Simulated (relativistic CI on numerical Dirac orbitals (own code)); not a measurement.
# Crystal-field levels of Ta2+, 5d3

Calculated by Dirac-Coulomb-Breit CI, separate exchange-only KLI orbitals for each configuration, model QED (radiative potential, 1s self-energy scaled to tabulated hydrogen-like ionisation energies), valence Slater integrals scaled by 0.9, one configuration in a parametric crystal field (own radial code). With so little scaling, terms lie 10 to 35 % too far apart, which can change the order of excited levels.

Field parameters in Wybourne normalisation: D4h B²₀ = −7Ds, B⁴₀ = 21(Dq − Dt), B⁴₄ = 21√(5/14) Dq. The field is a parameter set, without covalency.

S is read from ⟨S²⟩ = S(S + 1).

Levels (cm⁻¹, degeneracy): 0 (2), 17 (2), 11356 (2), 11671 (2), 11971 (2), 12124 (2), 12634 (2), 19272 (2), 19823 (2), 19905 (2), 24921 (2), 25212 (2).

(1) Which field gives this pattern?
A. D4h, 10Dq = 24900, Ds = 3000, Dt = -600 cm⁻¹
B. D4h, 10Dq = 24900, Ds = 550, Dt = -600 cm⁻¹
C. D4h, 10Dq = 24900, Ds = -1500, Dt = -600 cm⁻¹
D. D4h, 10Dq = 24900, Ds = 1360, Dt = -600 cm⁻¹

Results:

(1) C. D4h, 10Dq = 24900, Ds = -1500, Dt = -600 cm⁻¹, ground level with S = 1.49.
